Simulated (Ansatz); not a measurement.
Consider the ligand exchange at the Si–F bond: `O=C=N[SiH2]F` + `N=C=O` → `O=C=N[SiH2]N=C=O` + H–F.

Isolated molecules relaxed with PBE0-D4/def2-TZVP in Ansatz; ΔE leaves out vibrations. CCSD(T)/CBS adds triple-zeta CCSD(T) − MP2 to the extrapolated MP2 energy (def2 sets, frozen cores). This one scheme is used for every species. DFT in def2-TZVPP. B3LYP here is the variant with VWN-RPA as its local correlation; programs differ in this. One conformer a species, not always the lowest.

```
      level  ΔE (eV)
LDA (SPW92)     0.50
   B3LYP-D4     0.50
    ωB97M-V     0.53
    r2SCAN0     0.52
```

(1) What does CCSD(T)/CBS give? (Best estimate.)

Largest T1 diagnostic among the species: 0.018.

Results:

(1) The calculation gave: +0.47 eV. The listed levels differ from it by 0.03, 0.03, 0.06, 0.05 eV.

The D4 term adds −0.07 eV with B3LYP and −0.04 eV with PBE0; it sums over pairs of atoms, weighted by their polarisabilities, and B3LYP, whose exchange is more repulsive, gets the larger term. In def2-TZVPP, CCSD(T) changes the Hartree–Fock value by −0.05 eV (the triples alone add −0.01 eV) and MP2 by −0.11 eV. From BLYP to BHLYP (50 % exact exchange), in def2-TZVPP and without D4, ΔE moves by −0.07 eV.
